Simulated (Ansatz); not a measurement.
Reaction (homolysis of the H–Sn bond): `N#[C][SnH2][Cl]` → H• + `N#[C][SnH][Cl]`•

Gas-phase electronic energies from Ansatz, PBE0-D4/def2-TZVP geometries. CCSD(T)/CBS adds triple-zeta CCSD(T) − MP2 to the extrapolated MP2 energy (def2 sets, frozen cores). This one scheme is used for every species, atoms too. DFT in def2-TZVPP. HSE06 is defined as in plane-wave codes. No spin–orbit coupling; open shells (•) take unrestricted orbitals. def2 core potentials past Kr. For Sn outer-core shells are correlated without core-valence functions, so the limit isn't a true one: a few kJ/mol of doubt a bond, and 10 to 20 or more in all where bonds break to atoms.

`N#[C][SnH2][Cl]`:

```xyz
6

N    -0.284   -2.214    1.423
C    -0.117   -1.256    0.805
Sn    0.236    0.485   -0.327
Cl   -1.855    1.393   -0.708
H     0.897    0.025   -1.815
H     1.123    1.566    0.623
```

`N#[C][SnH][Cl]`•:

```xyz
5

N    -2.074    1.246    0.455
C    -1.086    0.747    0.130
Sn    0.747   -0.036   -0.597
Cl    2.011   -0.392    1.320
H     0.402   -1.565   -1.307
```

```csv
level,ΔE (kcal/mol)
HSE06-D4,74.2
PBE,72.0
revPBE,70.4
r2SCANh,74.2
```

Task: What does CCSD(T)/CBS give? (An estimate is asked.)

Result: Computed: +80.3 kcal/mol. The listed levels differ from it by -6.1, -8.3, -9.9, -6.1 kcal/mol.

Largest T1 diagnostic among the species: 0.016.

From r2SCAN to r2SCAN0 (25 % exact exchange), in def2-TZVPP and without D4, ΔE moves by +1.0 kcal/mol. Leaving LDA and LC-ωPBE aside and taking each functional with its dispersion term where it has one, the values, not all of them listed here, spread over 8.1 kcal/mol, from revPBE-D4 to ωB97X-V. LDA lies +9.8 kcal/mol from PBE without D4, its usual overbinding. In def2-TZVPP, CCSD(T) changes the Hartree–Fock value by +18.9 kcal/mol (the triples alone add +0.1 kcal/mol) and MP2 by +16.9 kcal/mol; breaking electron pairs costs correlation energy, which Hartree–Fock lacks.
